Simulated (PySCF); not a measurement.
Compound: C4H5ClOSi.
SMILES with atom numbers: `[Cl:1][Si@H:2]1[CH:3]=[CH:4][CH:5]=[CH:6][O:7]1` (hydrogens: H8 on Si2; H9 on C3; H10 on C4; H11 on C5; H12 on C6)

The closed-shell ground state was solved at several levels (PySCF, density fitting, gas phase, non-relativistic). The structure is a single PBE0-D3(BJ)/def2-SVP conformer in the gas phase; no vibrational or solvent corrections.

```tsv
level	basis functions	total energy (Eh)	HOMO (eV)	LUMO (eV)	gap (eV)	dipole (D)
PBE0/cc-pVDZ	131	-979.8889	-6.56	-1.24	5.32	2.23
PBE0/def2-SVP	131	-979.4734	-6.64	-1.31	5.33	2.13
PBE0/6-311+G(2d,p)	235	-979.9654	-6.69	-1.49	5.20	2.19
BHandHLYP/pcSseg-1	158	-980.2225	-7.59	-0.41	7.18	2.52
KT3/pcSseg-1	158	-989.2914	-5.74	-2.25	3.49	2.22
CAM-B3LYP/pcSseg-1	158	-980.2744	-7.96	-0.32	7.64	2.43
```

Task: Estimate the row for B3LYP/pcSseg-1, a basis of 158 functions; the other rows only guide the guess.

Result: Total energy -980.4037 Eh, HOMO -6.54 eV, LUMO -1.62 eV, gap 4.92 eV, dipole 2.36 D.

Task: Over all these levels, which gives the widest orbital gap and which the narrowest?

Result: CAM-B3LYP/pcSseg-1 (range-separated hybrid) has the widest, 7.64 eV, and KT3/pcSseg-1 (GGA) the narrowest, 3.49 eV. The two share the basis. From the narrowest to the widest the HOMO moves by -2.22 eV and the LUMO by +1.93 eV.

Task: How much does the basis alone move the frontier levels among the 3 PBE0 rows?

Result: The HOMO by 0.13 eV and the LUMO by 0.25 eV. By rising basis size (HOMO, LUMO in eV): cc-pVDZ -6.56, -1.24; def2-SVP -6.64, -1.31; 6-311+G(2d,p) -6.69, -1.49.

Task: In the pcSseg-1 basis, how does the gap go with the fixed share of exact exchange?

Result: KT3 (0 %) 3.49 eV; B3LYP (20 %) 4.92 eV; BHandHLYP (50 %) 7.18 eV. Each rise in the share widens the gap here.

Task: How far do the dipole and the HOMO energy spread over the levels?

Result: The dipole runs from 2.13 to 2.52 D (mean 2.30 D) and the HOMO from -7.96 to -5.74 eV.
